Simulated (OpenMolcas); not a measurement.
Rh3+ in Cs2NaYF6: curves along the breathing mode

Rh3+ with its 6 nearest fluoride ions, on the Y site of Cs2NaYF6 (a = 9.075 Å, distance in the model lattice 2.178 Å). The rest of the host is ab initio model potentials to 7.6 Å, with orthogonalisation functions on the cations behind the ligands, and point charges beyond; the distance is set by hand and nothing relaxes. Ligand basis ANO-RCC-VDZP.

* Program: OpenMolcas 26.06
* Method: CASSCF
* Basis: ANO-RCC-VDZP [6s5p3d1f]
* Scalar Hamiltonian: DKH2, point nucleus
* Active space: 6 electrons in 5 orbitals (4d)
* State averaging: 2S+1 = 5 even, 5 roots; 2S+1 = 3 even, 45 roots; 2S+1 = 1 even, 50 roots
* Spin-orbit coupling: state interaction with AMFI integrals over the reference wave functions

Spin-free energies (labels of O, the rotations of Oh) in cm-1 above the lowest fitted minimum, as all ligands move together:

```csv
R (Å),1A1,3T1,5T2,3T2,1T1,1T2,5E
1.911,2590,20140,27850,25610,26790,37260,54390
1.956,240,15010,20000,20340,21750,31970,43780
2.001,290,12620,15230,17790,19440,29370,36600
2.046,2280,12460,13010,17470,19370,28960,32260
2.091,5870,14140,12900,18970,21120,30350,30290
2.181,16730,21810,17640,26270,28910,37330,31980
```

Cubic fits give the following; the wavenumber is harmonic, with the mass of all moving ligands, small differences in it between states hang on the degree of the fit, a number in brackets counts states of one label, and the table is a selection of at most 14 states with clean curves.

```json
{"State": "1A1", "R0 (Å)": "1.978", "Breathing mode (cm-1)": "561", "Minimum (cm-1)": "0"}
{"State": "3T1", "R0 (Å)": "2.027", "Breathing mode (cm-1)": "548", "Minimum (cm-1)": "12250"}
{"State": "5T2", "R0 (Å)": "2.070", "Breathing mode (cm-1)": "534", "Minimum (cm-1)": "12710"}
{"State": "3T2", "R0 (Å)": "2.030", "Breathing mode (cm-1)": "543", "Minimum (cm-1)": "17320"}
{"State": "1T1", "R0 (Å)": "2.025", "Breathing mode (cm-1)": "549", "Minimum (cm-1)": "19120"}
{"State": "1T2", "R0 (Å)": "2.032", "Breathing mode (cm-1)": "536", "Minimum (cm-1)": "28850"}
{"State": "5E", "R0 (Å)": "2.111", "Breathing mode (cm-1)": "509", "Minimum (cm-1)": "30130"}
{"State": "3E", "R0 (Å)": "2.069", "Breathing mode (cm-1)": "533", "Minimum (cm-1)": "33590"}
{"State": "1T2(2)", "R0 (Å)": "2.065", "Breathing mode (cm-1)": "539", "Minimum (cm-1)": "38430"}
{"State": "1E", "R0 (Å)": "2.068", "Breathing mode (cm-1)": "533", "Minimum (cm-1)": "38610"}
{"State": "1A1(2)", "R0 (Å)": "2.068", "Breathing mode (cm-1)": "533", "Minimum (cm-1)": "39680"}
{"State": "3A2", "R0 (Å)": "2.085", "Breathing mode (cm-1)": "514", "Minimum (cm-1)": "43540"}
{"State": "1T1(2)", "R0 (Å)": "2.073", "Breathing mode (cm-1)": "526", "Minimum (cm-1)": "44300"}
{"State": "1A2", "R0 (Å)": "2.073", "Breathing mode (cm-1)": "524", "Minimum (cm-1)": "45200"}
```

The minimum of 1T1 is shifted by +0.0470 Å against 1A1 (from the unrounded fits). With M = 114.0 u for the moving shell, the Huang-Rhys factor in this mode is S = M ω ΔR² / 2ħ = 0.01483 × 114.0 × 561 × 0.0470² = 2.09. Only the first shell moves, against a rigid host.

Without dynamic correlation the repulsion within the d shell is too large (B by tens of per cent), so at a given field states of lower spin stand too high. With metal d orbitals alone the field can be off either way by tens of per cent. Ligand-to-metal charge-transfer states are missing. With no ligand orbital active B as a rule stays too high, so bands that hang on it stand too high and its fall with covalency is understated. The least metal-like active orbital is 78 % on the metal (Löwdin) and no ligand orbital is active, so the numbers are rough (holds for R = 1.911; R = 1.956). This shell can be high or low spin here, a state of another spin lies low, and with metal d orbitals alone active their balance is uncertain, so the ground spin may be wrong, although the usual error favours high spin (holds for R = 2.001; R = 2.046; R = 2.091; R = 2.181). The least metal-like active orbital is 79 % on the metal (Löwdin) and no ligand orbital is active, so the numbers are rough (holds for R = 2.001; R = 2.046). The least metal-like active orbital is 80 % on the metal (Löwdin) and no ligand orbital is active, so the numbers are rough (holds for R = 2.091; R = 2.181). No measured value stands beside these numbers.
